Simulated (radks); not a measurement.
Cu I, configuration [Ar] 3d10 4s1 (the NIST ground configuration).

Calculated with a radial shooting solver on a logarithmic mesh with Libxc functionals: Dirac Kohn-Sham, BLYP, spin-unpolarised, spherical densities, finite nucleus; Fermi nuclear charge, rms radius 3.8823 fm.

Energy parts (eV):
part                       energy
total                  -45041.766
kinetic                 45824.623
electron-nucleus      -108558.330
Hartree                 19540.829
exchange-correlation    -1848.888

Orbitals (lengths in bohr, moments of r in powers of bohr):
orbital  occ.  eigenvalue (eV)      <r>
1s1/2       2        -8851.473  0.05213
2s1/2       2        -1062.327   0.2350
2p1/2       2        -930.8683   0.2041
2p3/2       4        -910.3526   0.2074
3s1/2       2        -114.4649   0.7118
3p1/2       2         -73.7452   0.7420
3p3/2       4         -71.1543   0.7529
3d3/2       4          -5.1724    1.042
3d5/2       6          -4.9019    1.055
4s1/2       1          -4.6509    2.929

The highest occupied level is 4s1/2 at -4.651 eV. For comparison, the ionisation energy in NIST's Atomic Spectra Database is 7.726 eV (measured). In exact Kohn-Sham theory the highest level is minus the ionisation energy, but local and semilocal functionals leave it too shallow, through self-interaction and a potential that decays too fast; potentials with the right tail come closer. The density falls to 0.001 e/bohr^3 at r = 4.10 bohr. Summed over all electrons, <r^2> = 31.63 bohr^2, which gives a Langevin (diamagnetic) susceptibility term of -25.1 x 10^-6 cm^3/mol.

Beside tabulated values, note that spin-unpolarised runs miss the spin-polarisation part of the exchange energy of open shells.
